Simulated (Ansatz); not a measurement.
`[CH3][GeH]([Cl])[SeH]` + NH₃ → `[CH3][GeH]([NH2])[Cl]` + H₂Se at 700 K and 1 bar (ligand exchange at a Ge–Se bond).

Isolated molecules relaxed with PBE0-D4/def2-TZVP in Ansatz; ΔE leaves out vibrations. CCSD(T)/CBS is the MP2 limit (def2-TZVPP, def2-QZVPP) plus CCSD(T) − MP2 in def2-TZVPP, frozen cores. This one scheme is used for every species. For Ge, Se outer-core shells are correlated without core-valence functions, which leaves a few kJ/mol of doubt a bond. Scalar relativity is left out up to krypton. Each species was taken in one conformer, which may not be the lowest.

```tsv
species	CCSD(T)/CBS energy (Eh)	H − E (kJ/mol)	S (J/(mol·K))
`[CH3][GeH]([Cl])[SeH]`	-4977.73636	218.3	482.7
NH₃	-56.50880	116.9	226.5
`[CH3][GeH]([NH2])[Cl]`	-2632.32972	265.3	459.8
H₂Se	-2401.89790	61.1	251.1
```

H − E and S are ideal-gas, rigid-rotor, harmonic terms from PBE0-D4/def2-TZVP, for one conformer and one mirror image of each species. 1 Eh = 2625.50 kJ/mol, R = 8.31446 J/(mol·K).

Task: By hand: ΔE, ΔH, ΔS and ΔG.

Result: ΔE = (-2632.32972) + (-2401.89790) − (-4977.73636) − (-56.50880) = 0.01754 Eh = 46.1 kJ/mol. Δ(H − E) = 265.3 + 61.1 − 218.3 − 116.9 = -8.8, so ΔH = 37.3 kJ/mol. ΔS = 459.8 + 251.1 − 482.7 − 226.5 = 1.7 J/(mol·K). ΔG = 37.3 − 700 × (1.7)/1000 = 36.1 kJ/mol.

Task: By hand: the equilibrium constant, and the temperature at which ΔG would vanish if ΔH and ΔS stayed fixed.

Result: log₁₀ K = −ΔG/(RT ln 10) = -2.7. ΔG = 0 at ΔH/ΔS = 21941 K, far beyond where these terms or the molecules hold.

The number of gas molecules stays the same, so ΔS is small and ΔH decides. A doubt of 5 kJ/mol in ΔE shifts log₁₀ K by 0.4 here. Other conformers and mirror images would add mixing entropy, several J/(mol·K) or more a flexible species. These are equilibria of isolated gas molecules and say nothing of rates. Largest T1 diagnostic: 0.010 (customary marks: 0.02 for closed shells, 0.045 for open ones).
